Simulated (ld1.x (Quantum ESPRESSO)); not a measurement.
## Ranking TM potentials for helium

All share these settings but for the change named:

helium (He), norm-conserving Troullier–Martins (Kleinman–Bylander form), made with ld1.x (Quantum ESPRESSO) 7.5 (PBEsol, scalar-relativistic). Core none, reference 1s2. Waves: 1s (bound): rc 0.60 bohr; 2p channel at -0.1 Ry: rc 0.70 bohr. Local part: all-electron potential smoothed inside 0.60 bohr (lloc = -2). Core correction: none.

Test errors are all-electron minus pseudo excitation energies from the reference, over 1s1; 1s1.5. None of these files shows a bound ghost.

The base gives 4.7 meV.

Of 11 variants that were run, those that failed, showed a ghost or another fault, or gave nearly equal values are left out.

A variant can come out equal or close to the base, since the largest error may sit in a test that the change hardly touches while other tests move.

Rank these variants by their largest absolute test error, smallest first.
A. wave 1s (bound): rc 0.60 bohr becomes 1s (bound): rc 0.40 bohr
B. wave 2p channel at -0.1 Ry: rc 0.70 bohr becomes 2p channel at 0.37 Ry: rc 0.70 bohr
C. all radii scaled by about 1.05 (s 0.62, p 0.74 bohr); local potential all-electron potential smoothed inside 0.62 bohr (lloc = -2)
D. local potential all-electron potential smoothed inside 0.34 bohr (lloc = -2)
E. type PAW; waves now 1s (bound): rcut 0.50, rcutus 0.60 bohr; 1s channel at -0.7 Ry: rcut 0.50, rcutus 0.60 bohr; 2p channel at -0.1 Ry: rcut 0.60, rcutus 0.70 bohr; local potential all-electron potential smoothed inside 0.50 bohr (lloc = -1); augmentation BG, radius 0.45 bohr

E (0.4 meV), A (1.2 meV), B (4.7 meV), D (5.4 meV), C (6.1 meV).
